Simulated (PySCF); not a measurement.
C4H4F2, SMILES C=CC=C(F)F. Atoms are numbered in the order given.

```xyz
10

C      0.1525     2.7361     0.0000
C     -0.3082     1.4777     0.0000
C      0.5370     0.2996     0.0000
C      0.0639    -0.9483     0.0000
F      0.8074    -2.0254     0.0000
F     -1.2074    -1.2681     0.0000
H      1.2249     2.9531     0.0000
H     -0.5304     3.5881     0.0000
H     -1.3893     1.3029     0.0000
H      1.6236     0.4062     0.0000
```

Coordinates come from a PBE0-D3(BJ)/def2-SVP optimisation. Other conformers were not sampled.

All values below come from PBE/pcSseg-1 (PySCF).

GIAO shieldings, no solvent; atoms listed in one row are averaged. δ = σ(ref) − σ: ¹³C against TMS (σ = 182.0 ppm); ¹⁹F against CFCl3 (σ = 133.6 ppm); ¹H against TMS (σ = 31.49 ppm), references at their B3LYP-D3(BJ)/def2-TZVP geometries, non-relativistic.

Computed chemical shifts:
| nucleus | atoms | count | δ (ppm) |
|---|---|---|---|
| ¹³C | C4 | 1 | 168.8 |
| ¹³C | C2 | 1 | 135.1 |
| ¹³C | C1 | 1 | 120.8 |
| ¹³C | C3 | 1 | 88.7 |
| ¹⁹F | F6 | 1 | -104.5 |
| ¹⁹F | F5 | 1 | -106.7 |
| ¹H | H9 | 1 | 6.65 |
| ¹H | H7, H8 | 2 | 5.49 |
| ¹H | H10 | 1 | 5.03 |
